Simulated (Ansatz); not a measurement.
## Ansatz (development build ahead of 0.2.0) run

```yaml
crystal:
  periodic: [false, false, false]
  atoms:
    - { symbol: Mn, position_ang: [0.0, 0.0, 0.0] }
    - { symbol: S, position_ang: [0.0, 0.0, 4.218] }
basis:
  gaussian: { orbitals: pcseg-2 }
total_charge: 1
magnetization:
  initial_magnetization: 2
hamiltonian:
  xc: { name: wB97X }
```

The input is written out in the form of the current development build from the run's settings.

The run gave:

```
Converged                       : yes
Total energy                    : -1548.70116 hartree
Spin squared of the determinant : 2.000
Stability test                  : minimum among restricted orbitals
```

Caution: stretched shape with no unrestricted run beside it, a lower state can exist; other spin multiplicities were not run.
